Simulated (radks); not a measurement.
Problem. Neutral strontium, [Kr] 5s2. Calculated with a radial shooting solver on a logarithmic mesh with Libxc functionals: non-relativistic Kohn-Sham, exchange-only LDA, spin-polarised, spherical densities, point nucleus. Every spin shell is full or empty, so the densities are truly spherical. Functionals are evaluated on that one density, not self-consistently. Rank these exchange functionals by their error against the exact value of the orbitals, and give that value: LDA, revPBE, RPBE, SOGGA, APBE, revTPSS, SCAN, Tao-Mo, MVS.

Solution. Exact: -101.752 hartree. From best to worst, with 100 (|E| - |E exact|)/|E exact| (equal figures are ties): MVS +0.03, RPBE -0.16, revPBE -0.23, SCAN +0.24, APBE +0.42, Tao-Mo -0.69, revTPSS -0.83, SOGGA -2.49, LDA -5.41.
